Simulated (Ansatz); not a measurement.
Total energies of `c1coc(-c2ccc(-c3ccc(-c4ccc(-c5ccco5)o4)o3)o2)c1` from Ansatz at PBE0-D4/def2-TZVP, gas phase (1 Eh = 27.2114 eV = 2625.5 kJ/mol). The reference geometry is relaxed at PBE-D4/def2-SVP.

```
                state   geometry  energy (Eh)
     charge 0 singlet  reference  -1144.55551
     charge 1 doublet  reference  -1144.33059
    charge -1 doublet  reference  -1144.58159
free C atom (triplet)          –    -37.80537
free O atom (triplet)          –    -75.01860
free H atom (doublet)          –     -0.50104
```

Single mean-field runs in def2-TZVP are fitted with def2-universal-jkfit.

Problem. Work out the vertical ionisation energy to the doublet.

Solution. E(charge 1 doublet) − E(charge 0 singlet) = -1144.33059 − (-1144.55551) = 0.22492 Eh = 6.12 eV. For comparison, −ε of the highest occupied level is 4.99 eV at this level, 1.13 eV less.

Problem. Work out the vertical electron affinity, to the doublet.

Solution. E(charge 0 singlet) − E(charge -1 doublet) = -1144.55551 − (-1144.58159) = 0.02608 Eh = 0.71 eV. The basis lacks diffuse functions, which makes affinities too small.

Problem. Give the fundamental gap IE − EA, the Mulliken electronegativity (IE + EA)/2 and the hardness (IE − EA)/2.

Solution. From the values in Eh: IE − EA = 0.22492 − 0.02608 = 0.19884 Eh = 5.41 eV; (IE + EA)/2 = 3.42 eV; (IE − EA)/2 = 2.71 eV. The HOMO–LUMO gap of the same run is 3.24 eV, 2.17 eV smaller than the fundamental gap.

Problem. What is the binding energy per atom against free atoms?

Solution. Atoms: 20 × (-37.80537) + 5 × (-75.01860) + 12 × (-0.50104) = -1137.21288 Eh. Binding: -1137.21288 − (-1144.55551) = 7.34263 Eh = 199.80 eV, or 5.40 eV for each of 37 atoms (no zero-point energy, no counterpoise term).

At PBE0-D4/def2-TZVP the highest occupied level of the charge -1 doublet lies above zero (up to 0.40 eV). By energy differences its removal costs 0.71 eV (vertical, to the charge 0 singlet, at PBE0-D4/def2-TZVP); self-interaction error and the lack of diffuse functions both raise the level.
